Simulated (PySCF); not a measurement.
Simulation results for BGeH4NO, BGeH3O2, CH6BGeN, C2H5ClGe and others

Computed with PySCF 2.14.0. Calculation on a computer-drawn molecule: optimised geometry and harmonic frequencies of an isolated molecule of the commonest isotopes, restricted reference for singlets and unrestricted otherwise, frozen core in MP2; on germanium a core potential holds 10 electrons, which the energies leave out, and 3d is frozen in MP2 and coupled-cluster steps.

Common to all runs: charge 0; multiplicity 1; basis and core potential on germanium cc-pVDZ-PP ECP10MDF.

(1) BGeH4NO

Start structure:
```xyz
8
BGeH4NO
B      0.3064     3.4154     1.3510
O      1.1014     2.9548     0.3243
Ge     2.0270     2.2072    -0.9131
N      2.1192     0.7152    -1.5331
H     -0.7775     3.8182     1.1387
H      0.7414     3.3841     2.4738
H      2.7745     3.3768    -1.4579
H      1.5841    -0.0807    -1.1190
```

| Item | Value |
| --- | --- |
| method | HF |
| basis | cc-pVDZ |
| rotational constants | 13.36, 3.483, 2.763 GHz |
| total energy | -449.6961 hartree |
| convergence status largest gradient component | 9.505e-06 hartree/bohr |

Drawn bonds:
| atom | other atom | order |
| --- | --- | --- |
| 1 | 2 | 1 |
| 2 | 3 | 1 |
| 3 | 4 | 2 |
| 1 | 5 | 1 |
| 1 | 6 | 1 |
| 3 | 7 | 1 |
| 4 | 8 | 1 |

Optimised structure:
```xyz
8
BGeH4NO
B      0.3400     3.2178     1.1604
O      1.1519     3.5211     0.1221
Ge     2.0314     2.4344    -0.9808
N      2.0883     0.7665    -1.0274
H     -0.1534     4.1239     1.7748
H      0.1203     2.0702     1.4578
H      2.7595     3.3567    -1.9221
H      1.5385     0.3004    -0.3202
```

Modes:
| frequency (cm⁻¹) | reduced mass (dalton) |
| --- | --- |
| 66.03 | 2.097 |
| 166.3 | 3.231 |
| 256.2 | 1.273 |
| 294.9 | 4.506 |
| 419.6 | 1.427 |
| 634.2 | 6.676 |
| 742.9 | 1.052 |
| 794 | 1.063 |
| 928.1 | 1.926 |
| 1019 | 2.186 |
| 1082 | 1.444 |
| 1141 | 1.371 |
| 1266 | 1.8 |
| 1410 | 2.1 |
| 2362 | 1.021 |
| 2649 | 1.053 |
| 2730 | 1.125 |
| 3752 | 1.076 |

(2) BGeH3O2

Start structure:
```xyz
7
BGeH3O2
B     -1.9024    -1.0802    -0.0259
O     -1.7098     0.1473     0.5184
Ge    -1.5921     1.7292     1.2077
O     -2.6032     2.2012     2.3289
H     -1.3128    -1.9565     0.4276
H     -2.5103    -1.1525    -0.9814
H     -0.4026     2.3252     0.5137
```

| Quantity | Value |
| --- | --- |
| method | HF |
| basis | cc-pVDZ |
| rotational constants | 13.44, 3.611, 2.846 GHz |
| total energy | -469.5403 hartree |
| convergence status largest gradient component | 9.432e-06 hartree/bohr |

Drawn bonds:
| atom | other atom | order |
| --- | --- | --- |
| 1 | 2 | 1 |
| 2 | 3 | 1 |
| 3 | 4 | 2 |
| 1 | 5 | 1 |
| 1 | 6 | 1 |
| 3 | 7 | 1 |

Optimised structure:
```xyz
7
BGeH3O2
B     -1.8444    -1.0012     0.0701
O     -1.0752     0.0917     0.3390
Ge    -1.5347     1.6339     1.0568
O     -3.0221     2.0199     1.5376
H     -1.2961    -1.9454    -0.4279
H     -3.0163    -1.0040     0.3257
H     -0.2444     2.4188     1.0877
```

Modes:
| frequency (cm⁻¹) | reduced mass (dalton) |
| --- | --- |
| 58.12 | 1.944 |
| 168.7 | 3.917 |
| 245 | 1.465 |
| 321.7 | 6.855 |
| 555.2 | 1.208 |
| 660.2 | 6.455 |
| 822 | 1.053 |
| 1059 | 9.766 |
| 1084 | 1.522 |
| 1147 | 1.368 |
| 1254 | 2.139 |
| 1390 | 1.784 |
| 2338 | 1.021 |
| 2680 | 1.047 |
| 2760 | 1.133 |

(3) BGeH3O2

Start structure:
```xyz
7
BGeH3O2
B     -1.8444    -1.0012     0.0701
O     -1.0752     0.0917     0.3390
Ge    -1.5347     1.6339     1.0568
O     -3.0221     2.0199     1.5376
H     -1.2961    -1.9454    -0.4279
H     -3.0163    -1.0040     0.3257
H     -0.2444     2.4188     1.0877
```

| Property | Result |
| --- | --- |
| method | MP2 |
| basis | cc-pVDZ |
| rotational constants | 12.64, 3.552, 2.773 GHz |
| total energy | -470.0987 hartree |
| convergence status largest gradient component | 4.068e-06 hartree/bohr |

Drawn bonds:
| atom | other atom | order |
| --- | --- | --- |
| 1 | 2 | 1 |
| 2 | 3 | 1 |
| 3 | 4 | 2 |
| 1 | 5 | 1 |
| 1 | 6 | 1 |
| 3 | 7 | 1 |

Optimised structure:
```xyz
7
BGeH3O2
B     -1.8354    -1.0003     0.0685
O     -0.9933     0.0621     0.3091
Ge    -1.5408     1.6287     1.0560
O     -3.0752     2.0047     1.5432
H     -1.3318    -1.9760    -0.4323
H     -3.0085    -0.9424     0.3487
H     -0.2483     2.4369     1.0958
```

Modes:
| frequency (cm⁻¹) | reduced mass (dalton) |
| --- | --- |
| 55.88 | 2.657 |
| 163.9 | 4.27 |
| 273.2 | 1.221 |
| 291.3 | 5.886 |
| 483.4 | 1.205 |
| 603.5 | 7.251 |
| 770.4 | 1.052 |
| 1004 | 11.38 |
| 1031 | 1.46 |
| 1094 | 1.359 |
| 1191 | 2.051 |
| 1335 | 1.833 |
| 2235 | 1.021 |
| 2619 | 1.047 |
| 2713 | 1.134 |

(4) CH6BGeN

Start structure:
```xyz
10
CH6BGeN
C      1.4039    -1.5492     1.0632
B      0.9099    -0.2994     0.6840
N      0.3305     0.8988     0.3647
Ge    -1.4153     1.3760     0.1224
H      1.5776    -1.9093     2.0971
H      1.7713    -2.3137     0.3396
H      0.9625     1.6917     0.2437
H     -1.4926     1.9365    -1.3657
H     -1.7858     2.4455     1.0189
H     -2.2973     0.2255     0.2846
```

| Property | Result |
| --- | --- |
| method | HF |
| basis | cc-pVDZ |
| rotational constants | 21.41, 1.834, 1.746 GHz |
| total energy | -413.8677 hartree |
| convergence status largest gradient component | 3.779e-05 hartree/bohr |

Drawn bonds:
| atom | other atom | order |
| --- | --- | --- |
| 1 | 2 | 2 |
| 2 | 3 | 1 |
| 3 | 4 | 1 |
| 1 | 5 | 1 |
| 1 | 6 | 1 |
| 3 | 7 | 1 |
| 4 | 8 | 1 |
| 4 | 9 | 1 |
| 4 | 10 | 1 |

Optimised structure:
```xyz
10
CH6BGeN
C      1.3806    -1.5437     1.0531
B      0.8973    -0.2854     0.7056
N      0.3952     0.9433     0.3628
Ge    -1.3999     1.3706     0.0748
H      1.4899    -1.8498     2.0871
H      1.6782    -2.2696     0.3052
H      1.0597     1.6891     0.2579
H     -1.5466     1.8948    -1.3538
H     -1.7993     2.4632     1.0669
H     -2.1905     0.0899     0.2930
```

Modes:
| frequency (cm⁻¹) | reduced mass (dalton) |
| --- | --- |
| 43.05 | 1.188 |
| 139.8 | 4.351 |
| 264.1 | 1.171 |
| 375.7 | 2.013 |
| 443.7 | 7.055 |
| 585.7 | 1.723 |
| 652.5 | 1.026 |
| 704.3 | 1.185 |
| 745.3 | 2.038 |
| 775.6 | 1.277 |
| 862.2 | 1.914 |
| 928.2 | 1.114 |
| 946.9 | 1.023 |
| 967.8 | 1.055 |
| 1029 | 2.334 |
| 1334 | 1.266 |
| 1469 | 1.202 |
| 1849 | 8.658 |
| 2235 | 1.024 |
| 2252 | 1.018 |
| 2287 | 1.018 |
| 3302 | 1.061 |
| 3382 | 1.11 |
| 3786 | 1.075 |

(5) C2H5ClGe

Start structure:
```xyz
9
C2H5ClGe
C      1.4345    -0.9282     1.8238
C      0.2152    -0.9944     0.8930
Ge    -1.5295    -1.1743     1.3951
Cl    -1.8221    -2.7013     2.9634
H      2.1812    -1.2883     1.3548
H      1.6512     0.1163     2.1118
H      1.1862    -1.5449     2.7341
H      0.3392    -0.2023     0.1149
H     -2.3904    -1.6555     0.2300
```

| Property | Result |
| --- | --- |
| method | HF |
| basis | cc-pV(D+d)Z |
| rotational constants | 5.855, 2.4, 1.721 GHz |
| total energy | -831.5074 hartree |
| convergence status largest gradient component | 3.554e-05 hartree/bohr |

Drawn bonds:
| atom | other atom | order |
| --- | --- | --- |
| 1 | 2 | 1 |
| 2 | 3 | 2 |
| 3 | 4 | 1 |
| 1 | 5 | 1 |
| 1 | 6 | 1 |
| 1 | 7 | 1 |
| 2 | 8 | 1 |
| 3 | 9 | 1 |

Optimised structure:
```xyz
9
C2H5ClGe
C      1.4026    -0.8857     1.8658
C      0.2040    -0.8216     0.9580
Ge    -1.3793    -1.5354     1.2000
Cl    -1.8441    -2.6836     2.9635
H      2.2525    -1.3494     1.3565
H      1.7151     0.1177     2.1698
H      1.2012    -1.4606     2.7698
H      0.3071    -0.2686     0.0293
H     -2.5935    -1.4857     0.3083
```

Modes:
| frequency (cm⁻¹) | reduced mass (dalton) |
| --- | --- |
| 115.9 | 5.26 |
| 175.9 | 2.029 |
| 192.5 | 1.294 |
| 359.2 | 3.998 |
| 432.1 | 1.065 |
| 434.2 | 33.32 |
| 735.2 | 1.113 |
| 744.3 | 1.807 |
| 801.3 | 1.468 |
| 1065 | 1.194 |
| 1124 | 1.339 |
| 1199 | 2.385 |
| 1431 | 1.759 |
| 1522 | 1.252 |
| 1579 | 1.044 |
| 1596 | 1.06 |
| 2334 | 1.021 |
| 3163 | 1.038 |
| 3217 | 1.102 |
| 3265 | 1.1 |
| 3316 | 1.087 |

(6) CH5GeN

Start structure:
```xyz
8
CH5GeN
C     -2.8767     0.0947     0.3198
N     -1.8150    -0.8096    -0.1585
Ge    -0.3650    -0.6158    -0.8998
H     -2.9402    -0.0539     1.4186
H     -3.8014    -0.1825    -0.1885
H     -2.6221     1.1631     0.1662
H      0.5217     0.5257    -1.4197
H      0.3066    -1.9251    -1.1323
```

| Quantity | Value |
| --- | --- |
| method | HF |
| basis | cc-pVDZ |
| rotational constants | 42.78, 4.184, 3.902 GHz |
| total energy | -388.5222 hartree |
| convergence status largest gradient component | 3.384e-05 hartree/bohr |

Drawn bonds:
| atom | other atom | order |
| --- | --- | --- |
| 1 | 2 | 1 |
| 2 | 3 | 2 |
| 1 | 4 | 1 |
| 1 | 5 | 1 |
| 1 | 6 | 1 |
| 3 | 7 | 1 |
| 3 | 8 | 1 |

Optimised structure:
```xyz
8
CH5GeN
C     -2.7833     0.0880     0.2963
N     -1.8739    -0.9610    -0.0996
Ge    -0.4035    -0.7172    -0.8659
H     -2.9553     0.0363     1.3763
H     -3.7559    -0.0698    -0.1810
H     -2.4613     1.1118     0.0611
H      0.1985     0.6324    -1.2620
H      0.4426    -1.9239    -1.2194
```

Modes:
| frequency (cm⁻¹) | reduced mass (dalton) |
| --- | --- |
| 196.6 | 1.198 |
| 246.9 | 2.578 |
| 424.8 | 1.246 |
| 554.9 | 1.063 |
| 643.9 | 1.248 |
| 802.2 | 5.265 |
| 929.9 | 1.036 |
| 1208 | 1.306 |
| 1233 | 1.488 |
| 1302 | 5.447 |
| 1552 | 1.145 |
| 1586 | 1.046 |
| 1601 | 1.066 |
| 2225 | 1.021 |
| 2305 | 1.02 |
| 3113 | 1.044 |
| 3183 | 1.091 |
| 3201 | 1.103 |
